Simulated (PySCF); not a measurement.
H5NO3Ti, SMILES [NH2][Ti]([OH])([OH])[OH], multiplicity 1.

Coordinates come from a B3LYP-D3(BJ)/def2-SVP optimisation. The multiplicity is an assumed one; no other spin state was optimised. The structure was generated by enumeration; whether it is a known compound was not checked. One conformer was computed; it need not be the lowest.

Two levels are set side by side: PBE/def2-TZVP (PySCF) and CAM-B3LYP/def2-TZVP (PySCF). Same geometry, gas phase. Differences are taken from unrounded values.

| quantity | PBE |
|---|---|
| orbital gap (eV) | 3.91 |
| highest occupied level (eV) | -5.96 |
| lowest empty level (eV) | -2.04 |
| dipole moment (D) | 1.53 |
| mean polarisability (bohr³) | 57.0 |

**Question.** These are the PBE values. What does CAM-B3LYP give? (Estimate from the structure and the level; the computed values follow.)

**Answer.** 
```csv
quantity,CAM-B3LYP,PBE minus CAM-B3LYP
orbital gap (eV),8.93,-5.02
highest occupied level (eV),-8.85,2.89
lowest empty level (eV),0.08,-2.13
dipole moment (D),1.61,-0.08
mean polarisability (bohr³),53.4,3.6
```

Without exact exchange PBE keeps part of each electron's self-repulsion, which lifts occupied levels and narrows the gap. Loosely held outer electrons make PBE densities more polarisable. Differences between two approximate levels are no errors against the true value.

Rough cost on one machine, each run with all the roots and properties that it gave: CAM-B3LYP against PBE within a factor of 2.
